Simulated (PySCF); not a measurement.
Spinor energies of Hg (mercury, neutral)

Start: [Xe] 4f14 5d9 6s2 7s1; 5d3/2 filled at m_j = -3/2, -1/2, +1/2, +3/2; 5d5/2 filled at m_j = -3/2, -1/2, +1/2, +3/2, +5/2; 7s1/2 filled at m_j = +1/2. Calculated with PySCF 2.14 in x2c-SVPall-2c with one added diffuse shell each of s, p, d type (8s11p10d2f, 105 functions): generalised Hartree-Fock with the X2C-1e Hamiltonian and a Gaussian nucleus; spin-orbit coupling (SO) screened by Boettger's factors. This is a chosen level, not necessarily the ground level.

| spinor shell | electrons | ε, screened SO (eV) | weight of nominal j (screened SO) | rms radius, screened SO (bohr) |
| --- | --- | --- | --- | --- |
| 1s1/2 | 2 | -83541.9 | 1.000 | 0.0187 |
| 2s1/2 | 2 | -14964.1 | 1.000 | 0.0756 |
| 2p1/2 | 2 | -14334.5 | 1.000 | 0.0639 |
| 2p3/2 | 4 | -12380.9 | 1.000 | 0.0720 |
| 3s1/2 | 2 | -3627.4 | 1.000 | 0.193 |
| 3p1/2 | 2 | -3344.8 | 1.000 | 0.184 |
| 3p3/2 | 4 | -2905.4 | 1.000 | 0.201 |
| 3d3/2 | 4 | -2441.5 | 1.000 | 0.177 |
| 3d5/2 | 6 | -2348.9 | 1.000 | 0.180 |
| 4s1/2 | 2 | -842.32 | 1.000 | 0.424 |
| 4p1/2 | 2 | -719.77 | 1.000 | 0.429 |
| 4p3/2 | 4 | -612.37 | 1.000 | 0.463 |
| 4d3/2 | 4 | -411.67 | 1.000 | 0.476 |
| 4d5/2 | 6 | -391.37 | 1.000 | 0.486 |
| 5s1/2 | 2 | -147.63 | 1.000 | 0.968 |
| 4f5/2 | 6 | -130.80 | 0.999 | 0.526 |
| 5p1/2 | 2 | -104.49 | 0.999 | 1.09 |
| 5p3/2 | 4 | -85.390 | 0.999 | 1.13 |
| 5d3/2 | 4 | -26.087 | 0.972 | 1.50 |
| 5d5/2 | 5 | -23.554 | 0.977 | 1.56 |
| 6s1/2 | 2 | -14.308 | 0.999 | 2.70 |
| 7s1/2 | 1 | -2.532 | 1.000 | 7.70 |

**Question.** Where does 4f7/2 lie, and what is the 4f spin-orbit splitting (screened SO)?

**Answer.** At -126.57 eV, 4.226 eV above 4f5/2.

```json
{"quantity": "E (hartree)", "screened SO": "-19638.01388"}
{"quantity": "M_J", "screened SO": "3"}
{"quantity": "⟨J²⟩", "screened SO": "12.007"}
{"quantity": "⟨L²⟩", "screened SO": "6.153"}
{"quantity": "⟨S²⟩", "screened SO": "2.149"}
```

Each row is a mean over spinors that exchange with the open shell spreads, by up to 4.912 eV (5p3/2).

Breit and QED terms are absent; they matter most for the inner s and p1/2 levels.

Densities and radii are taken from the X2C orbitals without a picture-change correction, which distorts them close to the nucleus.
